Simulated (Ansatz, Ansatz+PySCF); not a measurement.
```yaml
atoms:
  - { symbol: C, position_ang: [0.0000, 0.0000, -0.1938] }
  - { symbol: H, position_ang: [0.0000, 0.0000, 1.1625] }
```

Basis set: 6-31G (spherical functions). Frozen core: 1 orbital. Correlation on ROHF uses semicanonical orbitals with singles. Charge 0, multiplicity 2.

Computed with Ansatz (development build ahead of 0.2.0); each method stands on the lowest determinant of its kind that the runs found.

Task: Give the atomization energy at this shape (free ground-state atoms in the same class of orbitals less the molecule, no zero-point energy) of doublet CH by PBE0 (unrestricted), ROHF-CCSD(T), ROHF-MP2, UHF-MP2, UHF.

Result:

| method | atomization energy |
| --- | --- |
| PBE0 (unrestricted) | 280.7 kJ/mol |
| ROHF-CCSD(T) | 239.2 kJ/mol |
| ROHF-MP2 | 213.2 kJ/mol |
| UHF-MP2 | 206.8 kJ/mol |
| UHF | 148.6 kJ/mol |

Caution: the shape is not the minimum. Caution for UHF-MP2: another reference gives a lower total. Caution for UHF-MP2, UHF: the unrestricted determinant is spin contaminated.

This basis has no polarisation functions and is too small for such energies, which can lie far from measured ones in either direction.
